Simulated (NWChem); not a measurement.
CHClF₂; SMILES FC(F)Cl

Computed with NWChem. Pople sets run with spherical d functions. B3LYP is NWChem's, with the RPA form of VWN correlation. Each level has its own optimisation; frequencies are unscaled.

```json
[
 {"level": "B3LYP/3-21G", "r C–F (Å)": "1.360", "r C–Cl (Å)": "1.923", "r C–H (Å)": "1.085", "highest harmonic frequency (cm⁻¹)": "3184", "lowest (cm⁻¹)": "309", "zero-point energy (kcal/mol)": "14.4", "dipole (D)": "2.12"},
 {"level": "Hartree-Fock/3-21G", "r C–F (Å)": "1.345", "r C–Cl (Å)": "…", "r C–H (Å)": "…", "highest harmonic frequency (cm⁻¹)": "…", "lowest (cm⁻¹)": "…", "zero-point energy (kcal/mol)": "…", "dipole (D)": "…"},
 {"level": "LDA (Slater exchange, VWN5)/def2-SVP", "r C–F (Å)": "1.326", "r C–Cl (Å)": "1.770", "r C–H (Å)": "1.115", "highest harmonic frequency (cm⁻¹)": "3006", "lowest (cm⁻¹)": "361", "zero-point energy (kcal/mol)": "14.5", "dipole (D)": "1.30"},
 {"level": "B3LYP/6-31G*", "r C–F (Å)": "1.341", "r C–Cl (Å)": "1.796", "r C–H (Å)": "1.091", "highest harmonic frequency (cm⁻¹)": "3158", "lowest (cm⁻¹)": "358", "zero-point energy (kcal/mol)": "14.8", "dipole (D)": "1.48"}
]
```

Fill in the missing entries.


- Hartree-Fock/3-21G, r C–Cl (Å): 1.867
- Hartree-Fock/3-21G, r C–H (Å): 1.065
- Hartree-Fock/3-21G, highest harmonic frequency (cm⁻¹): 3431
- Hartree-Fock/3-21G, lowest (cm⁻¹): 351
- Hartree-Fock/3-21G, zero-point energy (kcal/mol): 15.8
- Hartree-Fock/3-21G, dipole (D): 2.26
